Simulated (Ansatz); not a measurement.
`OCO[SiH2]S` and `C[SiH2]OCO` differ in one atom or group.

Ansatz, PBE0-D4/def2-TZVP geometries, multiplicity 1. Each molecule was computed in one conformer, which needn't be the lowest.

```tsv
property	`OCO[SiH2]S`
HOMO energy (PBE/def2-TZVPP) / eV	-6.35
HOMO energy (ωB97M-V/def2-TZVPP) / eV	-9.82
HOMO–LUMO gap (B3LYP/def2-TZVPP) / eV	7.40
LUMO energy (B3LYP/def2-TZVPP) / eV	0.07
HOMO energy (B3LYP/def2-TZVPP) / eV	-7.34
HOMO energy (PBE0/def2-TZVPP) / eV	-7.60
```

Task: Give the same properties after the change, and the shifts. (An estimate is asked.)

Result: Ansatz gave: 
| property | `C[SiH2]OCO` | shift |
| --- | --- | --- |
| HOMO energy (PBE/def2-TZVPP) / eV | -6.66 | -0.31 |
| HOMO energy (ωB97M-V/def2-TZVPP) / eV | -10.61 | -0.79 |
| HOMO–LUMO gap (B3LYP/def2-TZVPP) / eV | 8.52 | 1.12 |
| LUMO energy (B3LYP/def2-TZVPP) / eV | 0.51 | 0.44 |
| HOMO energy (B3LYP/def2-TZVPP) / eV | -8.01 | -0.67 |
| HOMO energy (PBE0/def2-TZVPP) / eV | -8.22 | -0.62 |

With PBE0 the HOMO falls by 0.62 eV and the LUMO rises by 0.44 eV, so the gap widens by about 1.06 eV. PBE moves the HOMO by -0.31 eV and ωB97M-V by -0.79 eV.

B3LYP here is the variant with VWN-RPA as its local correlation; programs differ in this.
